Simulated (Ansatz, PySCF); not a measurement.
Gas-phase reaction in SMILES: F[SiH2][SiH](F)F -> F[SiH2][Si](F)F + H atom (the H-Si bond at the site shown breaks; other sites are not compared here)
Structures are relaxed separately at B3LYP-D3(BJ)/def2-TZVP in Ansatz (a first-principles code), one conformer each, not searched for the lowest.

Wanted: bond dissociation energy (enthalpy at 298 K, with B3LYP-D3(BJ) rigid-rotor harmonic-oscillator terms from PySCF), in kJ/mol. Valence correlation only, unless marked. Open shells are spin-unrestricted. Spin-orbit coupling is left out. Non-relativistic. CBS(X,Y): correlation extrapolated as X^-3; Hartree-Fock from the larger set. [CCSD(T)-MP2]/basis is that difference in the basis named.

| level | program | bond dissociation energy (kJ/mol) | minus last row |
|---|---|---|---|
| HF/STO-3G | Ansatz | 402.8 | 12.5 |
| HF/cc-pV(Q+d)Z | Ansatz | 307.6 | -82.7 |
| PBE/def2-TZVPD | Ansatz | 350.9 | -39.4 |
| r2SCAN/def2-TZVPD | Ansatz | 362.8 | -27.5 |
| B97M-V/def2-TZVPD | Ansatz | 374.7 | -15.6 |
| PBE0/def2-SVP | Ansatz | 363.8 | -26.5 |
| PBE0/def2-TZVP | Ansatz | 362.3 | -28.0 |
| PBE0/def2-QZVPP | Ansatz | 361.8 | -28.5 |
| r2SCAN0/def2-TZVPD | Ansatz | 367.5 | -22.8 |
| B2PLYP-D3(BJ)/def2-TZVPD | Ansatz + dftd3 | 373.6 | -16.7 |
| B2PLYP/def2-TZVPD | Ansatz | 373.1 | -17.2 |
| PBE-QIDH/def2-TZVPD | Ansatz | 371.0 | -19.3 |
| RPA@PBE/cc-pV(Q+d)Z | Ansatz | 378.3 | -12.0 |
| MP2/cc-pV(Q+d)Z | Ansatz | 379.4 | -10.9 |
| RI-MP2/cc-pV(T+d)Z | Ansatz | 375.3 | -15.0 |
| SCS-MP2/cc-pV(Q+d)Z | Ansatz | 393.5 | 3.2 |
| CCSD/cc-pV(D+d)Z | Ansatz | 375.0 | -15.3 |
| CCSD(T)/6-31G* | Ansatz | 353.0 | -37.3 |
| CCSD(T)/cc-pV(Q+d)Z | Ansatz | 387.6 | -2.7 |
| RI-MP2/CBS(cc-pV(T+d)Z,cc-pV(Q+d)Z)+[CCSD(T)-MP2]/cc-pV(Q+d)Z | Ansatz | 390.9 | 0.6 |
| CCSD(T)/CBS(cc-pV(T+d)Z,cc-pV(Q+d)Z) | Ansatz | 390.3 | 0.0 |
